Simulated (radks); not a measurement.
Problem. All-electron atom: Fe IV in [Ar] 3d4 4f1 (not the ground configuration). Method: non-relativistic Kohn-Sham, BLYP, spin-polarised, spherical densities, point nucleus; open shells are filled with parallel spins first; computed with a radial shooting solver on a logarithmic mesh with Libxc functionals. Some entries of the table are withheld. Estimate them.

| orbital | occ. | eigenvalue (eV) | <r^2> (bohr^2) | r(max) (bohr) |
|---|---|---|---|---|
| 1s down | 1 | -6988.564 | 0.004690 | 0.03895 |
| 1s up | 1 | -6988.560 | 0.004691 | 0.03895 |
| 2s up | 1 | -861.5518 | 0.08621 | 0.2254 |
| 2s down | 1 | -859.1350 | 0.08587 | 0.2251 |
| 2p up | 3 | -750.9036 | 0.06896 | 0.1810 |
| 2p down | 3 | -749.0881 | 0.06861 | 0.1808 |
| 3s up | 1 | -144.7532 | 0.7387 | 0.7018 |
| 3s down | 1 | -139.5890 | 0.7478 | 0.7033 |
| 3p up | 3 | -112.0171 | 0.8060 | 0.7061 |
| 3p down | 3 | -106.9701 | 0.8222 | 0.7084 |
| 3d up | 4 | -58.2980 | 1.026 | 0.6703 |
| 3d down | 0 | -53.5177 | 1.106 | 0.6788 |
| 4f up | 1 | (1) | 20.00 | 3.785 |

Solution. 
(1) 4f up eigenvalue (eV): -11.8371
